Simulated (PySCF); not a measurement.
## Selenium: a sound run and one with changed settings

Sound run: Se [Ar] 3d10 4s2 4p4, Se⁺ [Ar] 3d10 4s2 4p3. Computed with PySCF 2.14 in Sapporo-DKH3-DZP-2012 (6s5p3d1f, 43 functions), with the spin-free X2C one-electron Hamiltonian (Gaussian nucleus). In the sound run the correlated levels freeze [Ar] 3d10. The sound run starts from symmetry-adapted Hartree-Fock orbitals and uses a fine grid where one is needed.

A second run was set up differently.

| species | method | sound run (hartree) | changed run (hartree) | converged |
| --- | --- | --- | --- | --- |
| Se | MP2 | -2428.08560 | -2428.04597 | yes |
| Se | CCSD(T) | -2428.10257 | -2428.05454 | yes |
| Se⁺ | MP2 | -2427.75699 | -2427.71250 | yes |
| Se⁺ | CCSD(T) | -2427.77246 | -2427.71730 | yes |

Ionisation energy of Se:

```tsv
method	sound run (eV)	changed run (eV)
UHF	8.486	8.486
MP2	8.942	9.074
SCS-MP2	8.959	9.193
CCSD	8.970	9.172
CCSD(T)	8.983	9.177
```

(1) What was changed?
A. minimal basis
B. all electrons correlated in a valence basis
C. a valence shell is frozen
D. level shift left on

Answers

(1) C. Freezing a valence shell removes pair correlation that changes on ionisation.
